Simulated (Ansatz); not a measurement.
Two members of one family (In oxide hydroxide), computed with Ansatz in the gas phase; def2 core potentials for In, no spin–orbit coupling. The two geometries come from different levels. Binding counts from free atoms in the multiplicity of their measured ground term, without zero-point energy. The structures are stationary points that may keep the symmetry of their start.

First: InO3H3 (singlet, charge 0, PBE0-D4/def2-SVP geometry).

```xyz
7

In   -0.193   -0.051    0.132
O    -0.345   -1.994   -0.268
O     1.221    1.152   -0.605
O    -1.529    0.777    1.341
H    -1.345    1.718    1.451
H     0.352   -2.295   -0.863
H     1.838    0.694   -1.188
```

```json
{"level": "PBE-D4/def2-SVP", "HOMO (eV)": "-6.50", "LUMO (eV)": "-2.65", "gap (eV)": "3.85", "binding per atom (eV)": "3.38"}
{"level": "PBE-D4/def2-TZVP", "HOMO (eV)": "-6.94", "LUMO (eV)": "-2.95", "gap (eV)": "3.99", "binding per atom (eV)": "3.45"}
{"level": "r2SCAN-D4/def2-TZVP", "HOMO (eV)": "-7.31", "LUMO (eV)": "-2.70", "gap (eV)": "4.60", "binding per atom (eV)": "3.37"}
{"level": "PBE0-D4/def2-SVP", "HOMO (eV)": "-8.28", "LUMO (eV)": "-1.77", "gap (eV)": "6.51", "binding per atom (eV)": "3.22"}
{"level": "PBE0-D4/def2-TZVPD", "HOMO (eV)": "-8.74", "LUMO (eV)": "-2.22", "gap (eV)": "6.52", "binding per atom (eV)": "3.30"}
```

Second: In2O4H2 (singlet, charge 0, B3LYP-D4/def2-SVP geometry).

```xyz
8

In    0.520    1.376    0.210
In   -0.620   -1.326    0.246
O     0.231   -0.113   -1.171
O     1.305    3.205    0.172
O    -0.332    0.163    1.615
O    -1.386   -3.163    0.269
H    -1.330   -3.551   -0.618
H     1.612    3.409   -0.724
```

Question: Estimate the same table for the second.

Answer: 
| level | HOMO (eV) | LUMO (eV) | gap (eV) | binding per atom (eV) |
| --- | --- | --- | --- | --- |
| PBE-D4/def2-SVP | -5.87 | -3.28 | 2.59 | 3.37 |
| PBE-D4/def2-TZVP | -6.16 | -3.47 | 2.70 | 3.44 |
| r2SCAN-D4/def2-TZVP | -6.38 | -3.29 | 3.10 | 3.32 |
| PBE0-D4/def2-SVP | -7.22 | -2.47 | 4.75 | 3.13 |
| PBE0-D4/def2-TZVPD | -7.55 | -2.75 | 4.80 | 3.21 |
